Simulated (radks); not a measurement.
Values are calculated unless marked as measured or tabulated.
Re+, 74 electrons, occupied as [Xe] 4f14 5d5.5 6s0.5 (fractional occupations, a model configuration). Level of theory: Dirac Kohn-Sham, LDA (Slater exchange, Perdew-Wang correlation), spin-unpolarised, spherical densities, finite nucleus; open shells are shared between the two j in proportion to 2j + 1; Fermi nuclear charge, rms radius 5.3698 fm (a radial shooting solver on a logarithmic mesh with Libxc functionals).

X-ray form factor f0, the Fourier transform of the density (f0(0) = 74):

sin(theta)/lambda (1/angstrom),f0 (electrons)
0.05,73.070
0.1,70.586
0.15,67.202
0.2,63.493
0.25,59.793
0.3,56.250
0.4,49.822
0.5,44.308
0.6,39.596
0.8,31.975
1,26.170
1.25,21.040
1.5,17.772
2,14.051
